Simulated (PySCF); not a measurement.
Benzonitrile, C₇H₅N.
InChI=1S/C7H5N/c8-6-7-4-2-1-3-5-7/h1-5H

Method used: PBE0/def2-SVP geometry optimisation, gas phase (PySCF).

Take the most abundant isotopes and a rigid rotor. 

**Question.** Give the principal moments of inertia and the rotational constants in GHz.

**Answer.** Ia = 89.33, Ib = 327.11, Ic = 416.44 u·Å²; 505379 MHz·u·Å²/I gives 5657, 1545 and 1214 MHz, that is A = 5.6574, B = 1.5450, C = 1.2136 GHz.

**Question.** What kind of rotor is it?

**Answer.** An asymmetric top; Ray's κ = -0.851.

**Question.** What does the inertial defect say?

**Answer.** Planar: Δ = Ic − Ia − Ib = 0.00 u·Å². For a rigid frame Δ = −2 Σ m c², so it vanishes when all atoms lie in the ab plane; here none is more than 0.01 Å from it.

**Question.** Give the coordinates in the principal-axis frame, origin at the centre of mass.

**Answer.** The sense of each axis is arbitrary; atoms in the order of the calculation.
```csv
atom,mass (u),a (Å),b (Å),c (Å)
N1,14.003,3.141,0.000,0.000
C2,12.000,1.982,0.000,0.000
C3,12.000,0.548,0.000,0.000
C4,12.000,-0.152,1.216,0.000
C5,12.000,-1.543,1.210,0.000
C6,12.000,-2.239,0.000,0.000
C7,12.000,-1.544,-1.209,0.000
C8,12.000,-0.153,-1.216,0.000
H9,1.008,0.401,2.157,0.000
H10,1.008,-2.088,2.156,0.000
H11,1.008,-3.332,0.001,0.000
H12,1.008,-2.090,-2.155,0.000
H13,1.008,0.400,-2.157,0.000
```

**Question.** Which lines would a microwave search look for?

**Answer.** The dipole components are |μa| = 4.46 D, |μb| = 0.00 D, |μc| = 0.00 D; the symmetry axis of this C2v structure is a, so μb and μc vanish by symmetry and there are no b-type or c-type lines. Some lines, for components of 0.1 D or more:

| type | branch | J(Ka,Kc) | MHz | lower level (cm⁻¹) |
| --- | --- | --- | --- | --- |
| a | Q | 1(1,0) ← 1(1,1) | 331 | 0.229 |
| a | Q | 2(1,1) ← 2(1,2) | 994 | 0.402 |
| a | Q | 3(1,2) ← 3(1,3) | 1988 | 0.661 |
| a | R | 1(0,1) ← 0(0,0) | 2759 | 0.000 |
| a | Q | 5(1,4) ← 5(1,5) | 4952 | 1.436 |
| a | R | 2(1,2) ← 1(1,1) | 5186 | 0.229 |
| a | R | 2(0,2) ← 1(0,1) | 5498 | 0.092 |
| a | R | 3(0,3) ← 2(0,2) | 8199 | 0.275 |
| a | R | 3(2,2) ← 2(2,1) | 8276 | 0.847 |
| a | R | 3(2,1) ← 2(2,0) | 8352 | 0.848 |
| a | R | 3(1,2) ← 2(1,1) | 8760 | 0.435 |
| a | R | 4(1,4) ← 3(1,3) | 10335 | 0.661 |
| a | R | 4(0,4) ← 3(0,3) | 10846 | 0.549 |
| a | R | 4(3,2) ← 3(3,1) | 11071 | 1.837 |
| a | R | 4(3,1) ← 3(3,0) | 11075 | 1.837 |
| a | R | 4(2,2) ← 3(2,1) | 11208 | 1.126 |
| a | R | 5(0,5) ← 4(0,4) | 13426 | 0.911 |
| a | R | 5(2,4) ← 4(2,3) | 13750 | 1.490 |
| a | R | 5(3,3) ← 4(3,2) | 13852 | 2.206 |
| a | R | 5(3,2) ← 4(3,1) | 13867 | 2.206 |

**Question.** Estimate the classical rotational partition function at 25 K, 200 K and 500 K.

**Answer.** Point group C2v, symmetry number σ = 2; q = (√π/σ)·√((kT/h)³/(ABC)), k/h = 20836.6 MHz/K: 3240 at 25 K, 73200 at 200 K, 289000 at 500 K.

PBE0/def2-SVP frequencies: not computed here. No vibrational averaging or centrifugal distortion is included, and the geometry carries the error of its method. Quadrupole hyperfine structure (14N) is left out.

Hardware: one thread, Arm Neoverse V2 (aarch64), on a shared host. Cost: 13 s wall, 0.58 GiB resident at most. This is the geometry optimisation.
